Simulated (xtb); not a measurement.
C7H12O2 (SMILES C=C(C)C(=O)OC(C)C), singlet, from a rough starting geometry; GFN2-xTB in xtb.

Here is a job for xtb.
```
$ xtb mol.xyz --gfn 2 --opt vtight --json

# file mol.xyz
21

C      2.59695158     0.25140465    -0.04546394
C      1.81703846    -0.72977015     0.52170429
C      2.37918847    -1.82484711     1.30999234
C      0.27538242    -0.78019540     0.40750669
O     -0.32747898    -1.64276181     0.87141505
O     -0.11493733     0.22454060    -0.38271444
C     -1.52488072     0.30233111    -0.64873851
C     -1.77949139     1.12500423    -1.86360963
C     -2.21976772     1.03494402     0.55519546
H      2.14664308     1.04137279    -0.64307336
H      3.69368470     0.25061660     0.11327193
H      3.45033835    -1.75497627     1.41047966
H      2.14205096    -2.86831842     0.83858383
H      2.00427203    -1.81817335     2.35813525
H     -1.95274559    -0.67617267    -0.74476115
H     -1.31892607     2.10740094    -1.81042340
H     -2.89816274     1.20625272    -2.15802642
H     -1.25271433     0.60350668    -2.75501423
H     -1.98874465     0.43807978     1.46432840
H     -1.75901095     2.06772544     0.71560691
H     -3.29884171     1.13620155     0.39455006
```

It wrote (shortened):

```
   ID    Z sym.   atoms
    1    6 C      1-4, 7-9
    2    8 O      5, 6
    3    1 H      10-21

           -------------------------------------------------
          |                Calculation Setup                |
           -------------------------------------------------

           -------------------------------------------------
          |                 G F N 2 - x T B                 |
           -------------------------------------------------

          ...................................................
          :                      SETUP                      :
          :.................................................:
          :  # basis functions                  48          :
          :  # atomic orbitals                  48          :
          :  # shells                           30          :
          :  # electrons                        52          :
          :  max. iterations                   250          :
          :  Hamiltonian                  GFN2-xTB          :
          :  restarted?                      false          :
          :  GBSA solvation                  false          :
          :  PC potential                    false          :
          :  electronic temp.          300.0000000     K    :
          :  accuracy                    1.0000000          :
          :  -> integral cutoff          0.2500000E+02      :
          :  -> integral neglect         0.1000000E-07      :
          :  -> SCF convergence          0.1000000E-05 Eh   :
          :  -> wf. convergence          0.1000000E-03 e    :
          :  Broyden damping             0.4000000          :
          :  net charge                          0          :
          :  unpaired electrons                  0          :
          ...................................................

 iter      E             dE          RMSdq      gap      omega  full diag
   1    -29.4923189 -0.294923E+02  0.402E+00    4.12       0.0  T
   2    -29.5456886 -0.533697E-01  0.218E+00    3.84       1.0  T
   3    -29.5469459 -0.125735E-02  0.100E+00    3.95       1.0  T
   4    -29.5487413 -0.179543E-02  0.210E-01    3.86       1.0  T
   5    -29.5489307 -0.189387E-03  0.124E-01    3.88       1.0  T
   6    -29.5491416 -0.210861E-03  0.629E-02    3.88       1.0  T
   7    -29.5491720 -0.304260E-04  0.160E-02    3.88       1.4  T
   8    -29.5491722 -0.216255E-06  0.472E-03    3.88       4.6  T
   9    -29.5491723 -0.661487E-07  0.140E-03    3.88      15.6  T
  10    -29.5491723 -0.802475E-08  0.722E-04    3.88      30.2  T
  11    -29.5491723 -0.127975E-08  0.152E-04    3.88     143.9  T

   *** convergence criteria satisfied after 11 iterations ***

         :::::::::::::::::::::::::::::::::::::::::::::::::::::
         ::                     SUMMARY                     ::
         :::::::::::::::::::::::::::::::::::::::::::::::::::::
         :: total energy             -29.202680097326 Eh    ::
         :: gradient norm              0.208595533386 Eh/a0 ::
         :: HOMO-LUMO gap              3.883267375595 eV    ::
         ::.................................................::
         :: SCC energy               -29.549124183689 Eh    ::
         :: -> isotropic ES            0.043030366747 Eh    ::
         :: -> anisotropic ES          0.005447143918 Eh    ::
         :: -> anisotropic XC          0.012038321227 Eh    ::
         :: -> dispersion             -0.013668851333 Eh    ::
         :: repulsion energy           0.346444086363 Eh    ::
         :: add. restraining           0.000000000000 Eh    ::
         :: total charge               0.000000000000 e     ::
         :::::::::::::::::::::::::::::::::::::::::::::::::::::

      -----------------------------------------------------------
     |                   =====================                   |
     |                        A N C O P T                        |
     |                   =====================                   |
[...]
 * total energy  :   -29.2314282 Eh     change       -0.4004608E-03 Eh
 * total energy  :   -29.2315903 Eh     change       -0.1620717E-03 Eh
 * total energy  :   -29.2316291 Eh     change       -0.3887442E-04 Eh
 * total energy  :   -29.2316399 Eh     change       -0.1074423E-04 Eh
 * total energy  :   -29.2316430 Eh     change       -0.3091612E-05 Eh
 * total energy  :   -29.2316442 Eh     change       -0.1264643E-05 Eh
 * total energy  :   -29.2316452 Eh     change       -0.9342003E-06 Eh
 * total energy  :   -29.2316458 Eh     change       -0.6557403E-06 Eh
 * total energy  :   -29.2316462 Eh     change       -0.4148004E-06 Eh
 * total energy  :   -29.2316461 Eh     change        0.9538614E-07 Eh
 * total energy  :   -29.2316464 Eh     change       -0.2755311E-06 Eh
 * total energy  :   -29.2316465 Eh     change       -0.7375795E-07 Eh
   *** GEOMETRY OPTIMIZATION CONVERGED AFTER 15 ITERATIONS ***
         :: total energy             -29.231646493434 Eh    ::
[...]
     2   6 C        2.937    -0.008    28.225     8.713
     3   6 C        3.759    -0.109    22.642     6.784
     4   6 C        2.722     0.352    21.027     7.507
     5   8 O        0.856    -0.421    22.106     6.304
     6   8 O        1.704    -0.273    18.528     5.812
     7   6 C        3.746     0.121    18.668     6.163
     8   6 C        3.753    -0.117    22.799     6.809
     9   6 C        3.752    -0.115    22.755     6.802
    10   1 H        0.926     0.062     2.177     2.307
    11   1 H        0.926     0.053     2.277     2.360
    12   1 H        0.925     0.049     2.333     2.388
    13   1 H        0.925     0.064     2.149     2.292
    14   1 H        0.925     0.064     2.149     2.292
    15   1 H        0.923     0.049     2.333     2.389
    16   1 H        0.925     0.056     2.249     2.345
    17   1 H        0.925     0.050     2.319     2.381
    18   1 H        0.925     0.052     2.293     2.368
    19   1 H        0.925     0.056     2.244     2.343
    20   1 H        0.925     0.049     2.330     2.387
    21   1 H        0.925     0.048     2.350     2.397

 Mol. C6AA /au·bohr⁶  :       3711.109053
 Mol. C8AA /au·bohr⁸  :      81477.529632
 Mol. α(0) /au        :         92.128254

Wiberg/Mayer (AO) data.
largest (>0.10) Wiberg bond orders for each atom

 ---------------------------------------------------------------------------
     #   Z sym  total        # sym  WBO       # sym  WBO       # sym  WBO
 ---------------------------------------------------------------------------
     1   6 C    3.989 --     2 C    1.880    11 H    0.974    10 H    0.972
     2   6 C    3.986 --     1 C    1.880     3 C    1.030     4 C    0.990
     3   6 C    3.994 --     2 C    1.030    12 H    0.985    13 H    0.967
                            14 H    0.967
     4   6 C    3.918 --     5 O    1.721     6 O    1.132     2 C    0.990
     5   8 O    2.026 --     4 C    1.721     6 O    0.172
     6   8 O    2.306 --     4 C    1.132     7 C    0.921     5 O    0.172
     7   6 C    3.926 --     8 C    1.007     9 C    1.001    15 H    0.960
                             6 O    0.921
     8   6 C    3.993 --     7 C    1.007    18 H    0.985    16 H    0.985
                            17 H    0.984
     9   6 C    3.994 --     7 C    1.001    20 H    0.986    19 H    0.984
                            21 H    0.984
    10   1 H    0.996 --     1 C    0.972
    11   1 H    0.997 --     1 C    0.974
    12   1 H    0.997 --     3 C    0.985
    13   1 H    0.996 --     3 C    0.967
    14   1 H    0.996 --     3 C    0.967
    15   1 H    0.998 --     7 C    0.960
    16   1 H    0.997 --     8 C    0.985
    17   1 H    0.997 --     8 C    0.984
    18   1 H    0.997 --     8 C    0.985
    19   1 H    0.997 --     9 C    0.984
    20   1 H    0.998 --     9 C    0.986
    21   1 H    0.997 --     9 C    0.984
 ---------------------------------------------------------------------------

Topologies differ in total number of bonds
Writing topology from bond orders to xtbtopo.mol

molecular dipole:
                 x           y           z       tot (Debye)
 q only:        0.215       0.681      -0.364
   full:        0.247       0.716      -0.402       2.180
molecular quadrupole (traceless):
                xx          xy          yy          xz          yz          zz
 q only:        5.713      -4.746      -4.286       3.443       0.347      -1.428
  q+dip:        6.162      -3.902      -4.145       3.344       1.134      -2.016
   full:        5.635      -4.554      -4.567       3.416       1.977      -1.068

optimized geometry written to: xtbopt.xyz

           -------------------------------------------------
          | TOTAL ENERGY              -29.231646493434 Eh   |
          | GRADIENT NORM               0.000046918553 Eh/α |
          | HOMO-LUMO GAP               3.829053271352 eV   |
           -------------------------------------------------
```
